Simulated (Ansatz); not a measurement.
`[CH3][Sn]([OH])([F])[Cl]` → `[CH3][Sn][Cl]` + `OF` at 400 K and 1 bar (stannylene formation by 1,1-elimination).

Calculated with Ansatz (gas phase, PBE0-D4/def2-TZVP geometries, no zero-point term in ΔE). CBS: MP2 limit from def2 TZ/QZ plus the TZ coupled-cluster correction, frozen cores. This one scheme is used for every species. def2 core potentials past Kr. For Sn outer-core shells are correlated without core-valence functions, which leaves a few kJ/mol of doubt a bond. Each species was taken in one conformer, which may not be the lowest.

```csv
species,CCSD(T)/CBS energy (Eh),H − E (kJ/mol),S (J/(mol·K))
`[CH3][Sn]([OH])([F])[Cl]`,-889.34819,175.8,434.5
`[CH3][Sn][Cl]`,-713.71101,117.5,344.7
`OF`,-175.42775,51.1,236.7
```

H − E and S are ideal-gas, rigid-rotor, harmonic terms from PBE0-D4/def2-TZVP, for one conformer and one mirror image of each species. 1 Eh = 2625.50 kJ/mol, R = 8.31446 J/(mol·K).

Question: By hand: ΔE, ΔH, ΔS and ΔG.

Answer: ΔE = (-713.71101) + (-175.42775) − (-889.34819) = 0.20943 Eh = 549.9 kJ/mol. Δ(H − E) = 117.5 + 51.1 − 175.8 = -7.2, so ΔH = 542.7 kJ/mol. ΔS = 344.7 + 236.7 − 434.5 = 146.9 J/(mol·K). ΔG = 542.7 − 400 × (146.9)/1000 = 483.9 kJ/mol.

Question: By hand: the equilibrium constant, and the temperature at which ΔG would vanish if ΔH and ΔS stayed fixed.

Answer: log₁₀ K = −ΔG/(RT ln 10) = -63.2. ΔG = 0 at ΔH/ΔS = 3694 K, far beyond where these terms or the molecules hold.

The number of gas molecules changes by +1, which sets the sign of ΔS. A doubt of 5 kJ/mol in ΔE shifts log₁₀ K by 0.7 here. Other conformers and mirror images would add mixing entropy, several J/(mol·K) or more a flexible species. Modes under 60 cm⁻¹, often nearly free rotors, make the harmonic entropy too high. These are equilibria of isolated gas molecules and say nothing of rates. Largest T1 diagnostic: 0.013 (customary marks: 0.02 for closed shells, 0.045 for open ones).
